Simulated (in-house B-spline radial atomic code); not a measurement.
# Ionising Tl⁺ with different functionals

Computed with a B-spline radial code for spherical atoms: scalar-relativistic (spin-free X2C) Hamiltonian, Fermi nucleus of rms radius 5.4759 fm, spin-polarised at highest spin, spherical fractional occupations for the functionals, and exact exchange of hybrids averaged over the configuration. The ionisation energy is the difference of two self-consistent energies, [Xe] 4f14 5d10 6s2 → [Xe] 4f14 5d10 6s1, without Breit or QED terms; ε is the level of the shell that loses the electron (its least bound occupied spin orbital). There is no spin-orbit coupling in this Hamiltonian.

```
   method                    rung  ΔSCF (eV)  -ε(6s) (eV)
     PBE0           global hybrid      20.18        17.12
    B3LYP           global hybrid      20.50        17.11
    TPSSh           global hybrid      20.18        16.52
BHandHLYP           global hybrid          ?            ?
  r2SCAN0           global hybrid      20.14        17.36
    B97-1           global hybrid      20.30        16.91
    HSE06  range-separated hybrid      20.22        16.75
    wB97X  range-separated hybrid      20.12        19.32
CAM-B3LYP  range-separated hybrid      20.37        18.54
  LC-wPBE  range-separated hybrid          ?            ?
```

(1) What does LC-wPBE give?

(2) What does BHandHLYP give?

(3) Among the functionals, which spreads more, the ΔSCF values or the orbital energies?

(4) How do they compare with the NIST value?

## Answers

(1) ΔSCF 19.93 eV, and -ε(6s) = 19.57 eV.

(2) ΔSCF 19.96 eV, and -ε(6s) = 17.95 eV.

(3) The orbital energies: ΔSCF values span about 0.57 eV and the orbital energies 3.05 eV; here energy differences depend much less on the functional than eigenvalues do.

(4) NIST lists 20.428 eV (measured, ground level to ground level). Errors run from -0.50 to +0.07 eV; CAM-B3LYP is closest (-0.06 eV), but part of that can be cancellation, since the calculations leave out Breit-QED terms.
